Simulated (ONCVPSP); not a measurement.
# Transferability test, ONCV potential for Ba

ONCVPSP 4.0.1 input, shortened (lines: element, Z, core and valence counts, functional; n l f; lmax; l rc ep ncon nbas qcut; lloc lpopt rc5 dvloc0; l nproj debl; icmod fcfact rcfact), PBE, scalar-relativistic:

```
  Ba 56.00    9    3        4      upf
    1    0    2.00
    2    0    2.00
    2    1    6.00
    3    0    2.00
    3    1    6.00
    3    2   10.00
    4    0    2.00
    4    1    6.00
    4    2   10.00
    5    0    2.00
    5    1    6.00
    6    0    1.50
    2
    0    2.35    0.00    5   10    4.00
    1    2.70    0.00    4    7    4.50
    2    2.65    0.02    4    8    4.00
    4    5    2.10    6.00
    0    2    3.50
    1    3    3.90
    2    2    0.70
    3    3.00    1.05
```

In the d channel the program set the typed energies aside and used 0.050, 0.750 Ha.

Energies are relative to the spin-unpolarised reference configuration 5s2 5p6 6s1.5; without spin polarisation the order of configurations can differ from experiment.

Problem. Give the all-electron excitation energy and the error of the potential for: 5s2 5p6 6s2; 5s2 5p6 6s1; 5s2 5p6 6s0; 5s2 5p6 6s1 6p1.

Solution.

| valence configuration | charge | ΔE all-electron (eV) | error AE − PS (meV) |
| --- | --- | --- | --- |
| 5s2 5p6 6s2 | 0 | -2.136 | +0.2 |
| 5s2 5p6 6s1 | +1 | 3.226 | -0.4 |
| 5s2 5p6 6s0 | +2 | 13.207 | -1.6 |
| 5s2 5p6 6s1 6p1 | 0 | -0.107 | +0.5 |

Levels in the configuration 5s2 5p6 6s1 6p1:

```tsv
level	all-electron (eV)	pseudo (eV)
5s	-34.826	-34.825
5p	-19.857	-19.855
6s	-3.809	-3.809
6p	-1.738	-1.738
```
